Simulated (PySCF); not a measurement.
# Manganese: a sound run and one with changed settings

Sound run: Mn [Ar] 3d5 4s2, Mn⁺ [Ar] 3d5 4s1. All numbers are calculated (PySCF 2.14, the spin-free X2C one-electron Hamiltonian (Gaussian nucleus), in jorge-DZP-DKH (8s6p2d1f, 43 functions)). In the sound run the correlated levels freeze [Ar]. The sound run starts from symmetry-adapted Hartree-Fock orbitals and uses a fine grid where one is needed.

Changed run: basis STO-3G, all-electron and non-relativistic. This setting is unsound on purpose.

```json
{"species": "Mn", "method": "UHF", "sound run (hartree)": "-1157.14179", "changed run (hartree)": "-1137.64844", "converged": "yes"}
{"species": "Mn", "method": "M06-L", "sound run (hartree)": "-1158.20951", "changed run (hartree)": "-1138.55905", "converged": "yes"}
{"species": "Mn", "method": "B3LYP", "sound run (hartree)": "-1158.30711", "changed run (hartree)": "-1138.55875", "converged": "yes"}
{"species": "Mn", "method": "MP2", "sound run (hartree)": "-1157.20378", "changed run (hartree)": "-1137.66872", "converged": "yes"}
{"species": "Mn⁺", "method": "UHF", "sound run (hartree)": "-1156.92310", "changed run (hartree)": "-1137.50099", "converged": "yes"}
{"species": "Mn⁺", "method": "M06-L", "sound run (hartree)": "-1157.93689", "changed run (hartree)": "-1138.34404", "converged": "yes"}
{"species": "Mn⁺", "method": "B3LYP", "sound run (hartree)": "-1158.03666", "changed run (hartree)": "-1138.35019", "converged": "yes"}
{"species": "Mn⁺", "method": "MP2", "sound run (hartree)": "-1156.95863", "changed run (hartree)": "-1137.50111", "converged": "yes"}
```

Ionisation energy of Mn:

| method | sound run (eV) | changed run (eV) |
| --- | --- | --- |
| UHF | 5.951 | 4.012 |
| M06-L | 7.419 | 5.851 |
| B3LYP | 7.359 | 5.675 |
| MP2 | 6.671 | 4.561 |
| SCS-MP2 | 6.826 | 4.670 |

A minimal basis cannot let orbitals breathe on ionisation and holds almost no correlation. The Hamiltonian changed with the basis, so the totals do not compare.

For comparison, NIST gives 7.434 eV between the lowest levels.
